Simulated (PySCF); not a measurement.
**Ionising ICl**

PBE0; I def2-TZVPP with ECP28, Cl def2-TZVPP; scalar-relativistic core potentials (PySCF 2.14). Neutral (UKS): singlet (closed shell), Re = 2.312 Å, ωe = 401 cm⁻¹, De = 2.40 eV, HOMO -7.80 eV, LUMO -3.42 eV.

ICl⁺ (UKS): doublet (π ↑), Re = 2.225 Å, ωe = 460 cm⁻¹, De = 2.81 eV to I⁺ + Cl. The energies at the minima are -757.77877 hartree for ICl and -757.40672 for ICl⁺.

(1) Work out the adiabatic ionisation energy, without and with harmonic zero-point energies (1 hartree = 27.2114 eV, 1 eV = 8065.5 cm⁻¹), and the change of the bond length.

These are scalar-relativistic numbers at best; spin–orbit coupling would shift them, the dissociation energy most. For an ion De counts to the pair picked by the measured ionisation energies or electron affinities, which need not be the lowest pair at this level. States were picked by a PBE0 search and need not be the measured ground states.

Answers

(1) At PBE0: 0.37205 hartree = 10.124 eV between the minima; the zero-point term (460.0 − 401.0)/2 cm⁻¹ = +0.004 eV makes it 10.128 eV. Re changes by -8.7 pm against the neutral. Minus the HOMO energy is 7.80 eV, -2.32 eV from the value between the minima; self-interaction puts the Kohn–Sham level too high, less so with exact exchange. The electron leaves a π orbital, and the shorter bond of the ion fits an antibonding orbital, or a change in how ionic the bond is.
